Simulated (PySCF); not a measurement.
# Spinor energies of Ce²⁴⁺ (cerium, charge +24)

Start: [Ar] 3d10 4s2 4p4; 4p1/2 filled at m_j = -1/2, +1/2; 4p3/2 filled at m_j = +1/2, +3/2. Calculated with PySCF 2.14 in an uncontracted even-tempered set (17 s from 1.8 bohr⁻², ratio 2.8; 14 p from 2.3 bohr⁻², ratio 2.8; 8 d from 4.2 bohr⁻², ratio 2.8; 4 f from 13 bohr⁻², ratio 3): generalised Hartree-Fock with the X2C-1e Hamiltonian and a Gaussian nucleus; one run each with spin-orbit coupling (SO) switched off, then screened by Boettger's factors.

| spinor shell | electrons | ε, spin-free (eV) | ε, screened SO (eV) | weight of nominal j (screened SO) | rms radius, screened SO (bohr) |
| --- | --- | --- | --- | --- | --- |
| 1s1/2 | 2 | -41385.0 | -41378.6 | 1.000 | 0.0280 |
| 2s1/2 | 2 | -7349.5 | -7347.0 | 1.000 | 0.114 |
| 2p1/2 | 2 | -6653.5 | -6966.6 | 1.000 | 0.0978 |
| 2p3/2 | 4 | -6653.5 | -6514.3 | 1.000 | 0.104 |
| 3s1/2 | 2 | -2165.9 | -2164.6 | 1.000 | 0.293 |
| 3p1/2 | 2 | -1938.8 | -2003.6 | 1.000 | 0.285 |
| 3p3/2 | 4 | -1938.8 | -1908.8 | 1.000 | 0.297 |
| 3d3/2 | 4 | -1621.0 | -1632.2 | 0.999 | 0.268 |
| 3d5/2 | 6 | -1621.0 | -1611.8 | 0.999 | 0.271 |
| 4s1/2 | 2 | -912.25 | -911.77 | 1.000 | 0.627 |
| 4p1/2 | 2 | -830.56 | -846.42 | 0.989 | 0.639 |
| 4p3/2 | 2 | -830.56 | -822.54 | 0.992 | 0.661 |

```
   quantity    spin-free  screened SO
E (hartree)  -8589.65536  -8594.06458
        M_J            2            2
       ⟨J²⟩        6.002        6.006
       ⟨L²⟩        2.001        3.064
       ⟨S²⟩        2.000        1.504
```

Each row is a mean over spinors that exchange with the open shell spreads, by up to 13.410 eV (4s1/2).

Breit and QED terms are absent; they matter most for the inner s and p1/2 levels.

Densities and radii are taken from the X2C orbitals without a picture-change correction, which distorts them close to the nucleus.

Without spin-orbit coupling the j labels of p, d and f shells carry no meaning; the spin-free column gives the mean over the occupied spinors of each nl shell.
